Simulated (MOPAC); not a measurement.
MOPAC input (PM6):

```
PM6 PRECISE GNORM=0.05 LET XYZ CHARGE=1 GEO-OK AUX(PRECISION=9) THREADS=1
H3F3NSi

N    -1.66030000 1   -0.02978800 1    0.04437000 1
Si    0.18892700 1    0.00339000 1   -0.00504900 1
F     0.55801700 1   -1.21353300 1   -0.88981000 1
F     0.60204700 1   -0.13546900 1    1.48155100 1
F     0.51826900 1    1.37911300 1   -0.63659300 1
H    -2.04200600 1    0.74320600 1    0.60118600 1
H    -2.06945800 1    0.04656500 1   -0.89372600 1
H    -2.01640200 1   -0.89971100 1    0.45630100 1
```

From the output:

```
                                                       MOPAC v23.2.5 Linux

          FINAL HEAT OF FORMATION =       -132.16889 KCAL/MOL =    -552.99462 KJ/MOL

          COSMO AREA              =        105.70 SQUARE ANGSTROMS
          COSMO VOLUME            =         91.95 CUBIC ANGSTROMS

          GRADIENT NORM           =          0.03567          =       0.01261 PER ATOM
          IONIZATION POTENTIAL    =         19.918784 EV
          HOMO LUMO ENERGIES (EV) =        -19.919 -5.401
          NO. OF FILLED LEVELS    =         16
          MOLECULAR WEIGHT        =        102.1111         POINT GROUP:  C3v

          MOLECULAR DIMENSIONS (Angstroms)

            Atom       Atom       Distance
            H     7    F     4     3.66860
            H     6    F     3     3.44157
            H     8    F     5     3.32575

          SCF CALCULATIONS        =         15

   ATOM   CHEMICAL          X               Y               Z
  NUMBER   SYMBOL      (ANGSTROMS)     (ANGSTROMS)     (ANGSTROMS)

     1       N         -1.73540373  *  -0.03113591  *   0.04637820  *
     2      Si          0.14699409  *   0.00263389  *  -0.00393382  *
     3       F          0.61783017  *  -1.17567002  *  -0.86501473  *
     4       F          0.66053312  *  -0.12994664  *   1.43491870  *
     5       F          0.57927669  *   1.33894910  *  -0.61954217  *
     6       H         -2.13436828  *   0.74995330  *   0.61011160  *
     7       H         -2.16214581  *   0.04629437  *  -0.90175781  *
     8       H         -2.10850115  *  -0.91115771  *   0.46281390  *

                             CARTESIAN COORDINATES

   1    N       -1.735403730    -0.031135909     0.046378203
   2   Si        0.146994086     0.002633890    -0.003933822
   3    F        0.617830174    -1.175670020    -0.865014726
   4    F        0.660533123    -0.129946644     1.434918698
   5    F        0.579276690     1.338949100    -0.619542166
   6    H       -2.134368280     0.749953296     0.610111595
   7    H       -2.162145807     0.046294366    -0.901757810
   8    H       -2.108501154    -0.911157711     0.462813900

           Empirical Formula: H3 N Si F3  =     8 atoms

      MOLECULAR POINT GROUP   :   C3v

                  EIGENVALUES
 -46.56826 -46.56813 -46.06418 -39.01113 -23.80495 -23.80492 -23.18343 -21.53311
 -21.53304 -21.28678 -20.64833 -20.64823 -20.48200 -20.37955 -20.37950 -19.91878
  -5.40144  -4.47987  -4.47984  -3.32321  -3.32034  -3.32032  -2.87498  -1.38153
  -0.94952  -0.94949  -0.34226  -0.34224

              NET ATOMIC CHARGES AND DIPOLE CONTRIBUTIONS

  ATOM NO.   TYPE          CHARGE      No. of ELECS.   s-Pop       p-Pop       d-Pop
    1          N          -0.258073        5.2581     1.42508     3.83299
    2         Si           1.058805        2.9412     0.73640     0.80722     1.39757
    3          F          -0.204050        7.2041     1.92504     5.27901
    4          F          -0.204060        7.2041     1.92505     5.27901
    5          F          -0.204057        7.2041     1.92505     5.27901
    6          H           0.270479        0.7295     0.72952
    7          H           0.270478        0.7295     0.72952
    8          H           0.270477        0.7295     0.72952
 DIPOLE           X         Y         Z       TOTAL
 POINT-CHG.    -7.650    -0.137     0.204     7.654
 HYBRID        -0.517    -0.009     0.014     0.517
 SUM           -8.167    -0.147     0.218     8.171

          ATOMIC ORBITAL ELECTRON POPULATIONS

     Atom    s        px        py        pz      x^2-y^2     xz        z^2       yz        xy
    1  N   1.42508   1.38562   1.22365   1.22372
    2 Si   0.73640   0.32455   0.24131   0.24135   0.30713   0.22512   0.31644   0.33022   0.21866
    3  F   1.92504   1.81837   1.69087   1.76976
    4  F   1.92505   1.81427   1.85639   1.60835
    5  F   1.92505   1.82171   1.64403   1.81327
    6  H   0.72952
    7  H   0.72952
    8  H   0.72952

 **********************
 *                    *
 * JOB ENDED NORMALLY *
 *                    *
 **********************

 == MOPAC DONE ==
```

The dipole moment of an ion depends on the origin.

The geometry given is a B3LYP-D3(BJ)/def2-TZVP minimum.
